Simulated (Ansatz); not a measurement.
`O[SiH](F)[SiH2]I` → `O[SiH]` + `F[SiH2]I` at 500 K and 1 bar (silylene formation by 1,1-elimination).

Calculated with Ansatz (gas phase, PBE0-D4/def2-TZVP geometries, no zero-point term in ΔE). CCSD(T)/CBS adds triple-zeta CCSD(T) − MP2 to the extrapolated MP2 energy (def2 sets, frozen cores). This one scheme is used for every species. def2 core potentials past Kr. For I outer-core shells are correlated without core-valence functions, which leaves a few kJ/mol of doubt a bond. One conformer a species, not always the lowest.

```tsv
species	CCSD(T)/CBS energy (Eh)	H − E (kJ/mol)	S (J/(mol·K))
`O[SiH](F)[SiH2]I`	-1053.12682	167.7	456.2
`O[SiH]`	-365.43832	75.8	267.5
`F[SiH2]I`	-687.61044	82.2	336.9
```

H − E and S are ideal-gas, rigid-rotor, harmonic terms from PBE0-D4/def2-TZVP, for one conformer and one mirror image of each species. 1 Eh = 2625.50 kJ/mol, R = 8.31446 J/(mol·K).

By hand: ΔE, ΔH, ΔS and ΔG.

ΔE = (-365.43832) + (-687.61044) − (-1053.12682) = 0.07806 Eh = 204.9 kJ/mol. Δ(H − E) = 75.8 + 82.2 − 167.7 = -9.7, so ΔH = 195.2 kJ/mol. ΔS = 267.5 + 336.9 − 456.2 = 148.2 J/(mol·K). ΔG = 195.2 − 500 × (148.2)/1000 = 121.1 kJ/mol.

By hand: the equilibrium constant, and the temperature at which ΔG would vanish if ΔH and ΔS stayed fixed.

log₁₀ K = −ΔG/(RT ln 10) = -12.7. ΔG = 0 at ΔH/ΔS = 1317 K.

The number of gas molecules changes by +1, which sets the sign of ΔS. A doubt of 5 kJ/mol in ΔE shifts log₁₀ K by 0.5 here. Other conformers and mirror images would add mixing entropy, several J/(mol·K) or more a flexible species. Modes under 60 cm⁻¹, often nearly free rotors, make the harmonic entropy too high. These are equilibria of isolated gas molecules and say nothing of rates. Largest T1 diagnostic: 0.016 (customary marks: 0.02 for closed shells, 0.045 for open ones).
